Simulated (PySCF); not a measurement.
Compound: C₂H₆BFN₂.
Numbering: `[CH2:1]=[C:2]([F:3])[B:4]([NH2:5])[NH2:6]` (hydrogens: H7, H8 on C1; H9, H10 on N5; H11, H12 on N6)

A GFN2-xTB structure with every atom displaced at random (by about 0.01 Å) was refined with PBE0-D3(BJ)/def2-SVP geometry optimisation, gas phase in PySCF. Values at the start:

```csv
coordinate,start
C1=C2,1.339 Å
C1–H7,1.080 Å
C1–H8,1.082 Å
C2–F3,1.377 Å
C2–B4,1.544 Å
B4–N5,1.396 Å
N5–H9,1.023 Å
C1–C2–F3,116.1°
C1–C2–B4,129.2°
C2–B4–N5,122.6°
C2–B4–N6,118.4°
F3–C2–B4,114.6°
N5–B4–N6,119.1°
C1–C2–B4–N5,3°
```

Problem. How do these coordinates change at the PBE0-D3(BJ)/def2-SVP level?

Solution. 
```
 coordinate  PBE0-D3(BJ)/def2-SVP (Å or °)  change
      C2–B4                          1.586  +0.042
      C2–F3                          1.353  -0.024
      B4–N5                          1.413  +0.017
      N5–H9                          1.008  -0.015
      C1–H8                          1.093  +0.011
      C1–H7                          1.091  +0.011
      C1=C2                          1.334  -0.005
   N5–B4–N6                          123.7    +4.6
   C2–B4–N5                          120.1    -2.5
   C2–B4–N6                          116.2    -2.2
   C1–C2–F3                          117.8    +1.7
   F3–C2–B4                          113.5    -1.1
   C1–C2–B4                          128.7    -0.5
C1–C2–B4–N5                              9      +6
```

The energy falls by 2.0 kcal/mol over 6 energy and gradient evaluations, the largest force component goes from 0.0331 to 3.2e-04 Eh/bohr, and the atoms move by 0.110 Å rms after alignment. The bond that changes most is C2–B4 (vinylic C–F carbon to three-coordinate boron), which lengthens by 0.042 Å. Bonds longer at the end by more than 0.005 Å: 5 of 11; shorter: 5. Rotational constants go from 5062, 3051, 1904 to 4969, 3082, 1912 MHz.

The run used 114 basis functions and 40 SCF cycles in all. The run took 25 s on one thread of an Arm Neoverse V2, shared host with 32 logical CPUs at a one-minute load of 19, and the process peaked at 0.47 GiB of memory.

Whether it is a minimum is left open (no frequencies).

The values belong to the conformer `[CH2:1]=[C:2]([F:3])[B:4]([NH2:5])[NH2:6]`: C1–C2–B4–N5 9°, H–N5–B4–C2 8°, H–N5–B4–C2 180°, H–N6–B4–C2 180°, H–N6–B4–C2 0°.
